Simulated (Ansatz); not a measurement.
Reaction: GeAsH5 (SMILES [GeH3][AsH2]) → GeAsH4 (SMILES [AsH][GeH3], doublet) + H (doublet) (the As-H bond breaks)
Each species at its own B3LYP-D3(BJ)/def2-TZVP minimum (Ansatz, a first-principles code).

Quantity: bond dissociation energy (electronic), in kJ/mol. Radicals and triplets start from unrestricted determinants; spin-orbit coupling is neglected. Correlated methods leave the cores frozen (noble-gas shells, and filled d and f shells in the p block). No relativity. CBS(X,Y): correlation extrapolated as X^-3, Hartree-Fock from the larger set. A bracket is a step between two methods taken in the basis named. Where a partner has so few electrons that a lower coupled-cluster level is exact, that level stands in.

CCSD(T)/CBS(cc-pVTZ,cc-pVQZ) + [CCSDT(Q) - CCSD(T)]/cc-pVTZ (Ansatz) gives 328.6 kJ/mol.

Problem. What does PBE/def2-TZVPD (Ansatz) give here, and how do the other levels compare?

Solution. PBE gives 318.1 kJ/mol, 10.5 kJ/mol below it. Differences of the others: B3LYP/def2-TZVPD (Ansatz) -5.9; PBE0/def2-TZVPD (Ansatz) -12.1; wB97M-V/def2-TZVPD (Ansatz) -3.3; CCSD(T)/CBS(cc-pVTZ,cc-pVQZ) (Ansatz) 0.0 kJ/mol.
